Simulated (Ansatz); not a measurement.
Reactions of `C=C(O)CO`.

Calculated with Ansatz (gas phase, PBE0-D4/def2-TZVP geometries, no zero-point term in ΔE). CCSD(T)/CBS adds triple-zeta CCSD(T) − MP2 to the extrapolated MP2 energy (def2 sets, frozen cores). This one scheme is used for every species. Functionals use def2-TZVPP. B3LYP here is the variant with VWN-RPA as its local correlation; programs differ in this. Triplets are unrestricted, without spin–orbit coupling. For Se outer-core shells are correlated without core-valence functions, which leaves a few kJ/mol of doubt a bond. Scalar relativity is left out up to krypton. One conformer a species, not always the lowest.

| reaction | CCSD(T)/CBS(def2) (kJ/mol) |
| --- | --- |
| `C=C(O)CO` + H₂Se → `C=C([SeH])CO` + H₂O | ? |
| `C=C(O)CO` + H₂S → `C=C(O)CS` + H₂O | -37 |
| `C=C(O)CO` → `[CH2]` (triplet) + `C=C(O)O` | 412 |
| `C=C(O)CO` → `C=COCO` | 35 |

Problem. Fill in the missing values. (Estimate.)

Solution. Ansatz gave: `C=C(O)CO` + H₂Se → `C=C([SeH])CO` + H₂O: -14.1 kJ/mol.

Largest T1 diagnostic: 0.012, for `C=COCO`.
